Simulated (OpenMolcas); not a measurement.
An OpenMolcas run meant for Te5+ (ANO-RCC-VDZP, DKH4; inactive shells 1s 2s 2p 3s 3p 3d 4s 4p 4d; intended active space 1 electron in 4 orbitals (5s 5p)). One step of its input:

```
&RASSCF
FileOrb=start.orb
Symmetry=1
Spin=2
nActEl=1 0 0
Inactive=14 9
Ras2=1 3
CIRoot=3 3 1
SDav=3
CIMx=300
Iter=52 100
PrWF=0.3
OrbListing=Nothing
MaxOrb=0
Atom
CIOnly
>>> COPY $Project.JobIph JOB002
```

Lines from the output:

```
...
      Number of secondary orbitals              16
      Spin quantum number                      0.5
      State symmetry                             1
Orbital specifications:
      -----------------------

      Symmetry species                           1   2
                                                ag  au
      Frozen orbitals                            0   0
      Inactive orbitals                         14   9
      Active orbitals                            1   3
      RAS1 orbitals                              0   0
      RAS2 orbitals                              1   3
      RAS3 orbitals                              0   0
      Secondary orbitals                         6  10
      Deleted orbitals                           0   0
      Number of basis functions                 21  22
      Number of CSFs                             1
      Number of root(s) required                 3
 ************ ERROR ***********
  You can't ask for more roots
  than there are configurations
 ******************************
--- Stop Module: rasscf at  /rc=_RC_INPUT_ERROR_ ---
.####################.
.# User input error #.
.####################.
```

Problem. What is wrong with the input?

Solution. The state symmetry names the wrong parity for these configurations.
